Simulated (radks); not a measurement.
Charge is removed step by step from the 5s down level of I, starting from [Kr] 4d10 5s(up 1, down 1) 5p5. Calculated with a radial shooting solver on a logarithmic mesh with Libxc functionals: scalar-relativistic Kohn-Sham, r2SCAN, spin-polarised, spherical densities, finite nucleus; open shells are filled with parallel spins first (spin-orbit coupling, left out, can overturn this in heavy ions); meta-GGA in the generalised Kohn-Sham scheme; Fermi nuclear charge, rms radius 4.75 fm.

removed (e)  E - E(0) (eV)  eigenvalue (eV)  E minus straight line (eV)
0                    0.000          -17.541                       0.000
0.25                 4.642          -19.617                      -0.799
0.5                  9.810          -21.743                      -1.073
0.75                15.514          -23.912                      -0.810
1                   21.765          -26.113                       0.000

Removing the whole electron costs 21.765 eV by Delta-SCF, against 17.541 eV from minus the eigenvalue at the starting occupation. Slater's transition state (half an electron removed) gives 21.743 eV. Integrating minus the eigenvalue over the occupation (Janak's theorem) gives 21.771 eV. In this scalar-relativistic scheme the density is built from large components alone, so the theorem holds only approximately. The mean slope of the eigenvalue, de/dn, is 8.57 eV per electron.
